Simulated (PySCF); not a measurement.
All values below come from B3LYP-D3(BJ)/def2-TZVP // M06-2X/def2-TZVP (PySCF 2.14.0). Gas-phase values, no solvent. One relaxed conformer stands for a flexible species; it need not be the lowest. B3LYP has the VWN-RPA correlation part, as in Gaussian. Excitations are Tamm–Dancoff values on a coarser integration grid. The basis has no diffuse functions, so Rydberg states are missing or too high.

Reference species (SMILES): `BC=C(C)C` (neutral, multiplicity 1).

```yaml
S1–T1 gap (TDA): 1.81 eV
brightest of the four lowest singlets (TDA): 5.60 eV
HOMO–LUMO gap: 5.47 eV
S1 excitation (TDA): 5.23 eV
```

Changed species: `C/C=C(\C)B`.

What does the change do to the S1–T1 gap (TDA), brightest of the four lowest singlets (TDA), HOMO–LUMO gap and S1 excitation (TDA)?

the S1–T1 gap (TDA) goes up by 0.19 eV, to 2.00 eV; the brightest of the four lowest singlets (TDA) stays essentially unchanged; the HOMO–LUMO gap drops by 0.07 eV, to 5.40 eV; the S1 excitation (TDA) increases by 0.08 eV, to 5.31 eV.
